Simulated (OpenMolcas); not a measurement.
# Which level was it?

The species is SiH2OF2 (6 atoms), meant as a singlet with charge 0. SMILES: `O[SiH](F)F`. The shape is that of a PBE0-D4/def2-TZVP optimisation. This is one conformer, not always the lowest.

```xyz
6

O     0.0277    1.1379   -0.5564
Si    0.1214   -0.2362    0.2852
F     0.7318   -1.4051   -0.5924
F    -1.3155   -0.7397    0.7221
H    -0.4774    1.1830   -1.3695
H     0.9541   -0.0038    1.4649
```

A calculation with OpenMolcas 26.06 gave:

```
total energy  : -565.5633 Eh
dipole moment : 1.19 D
HOMO energy   : -12.24 eV
LUMO energy   : 0.45 eV
HOMO–LUMO gap : 12.69 eV
```

Problem. Which of these levels gave the numbers?
A. TPSS/6-311+G**
B. HF/3-21G
C. B2PLYP/6-311+G**
D. PBE0/6-311+G**

Solution. C. The others give -565.4786 Eh (PBE0/6-311+G**), -560.9883 Eh (HF/3-21G), -565.9106 Eh (TPSS/6-311+G**).
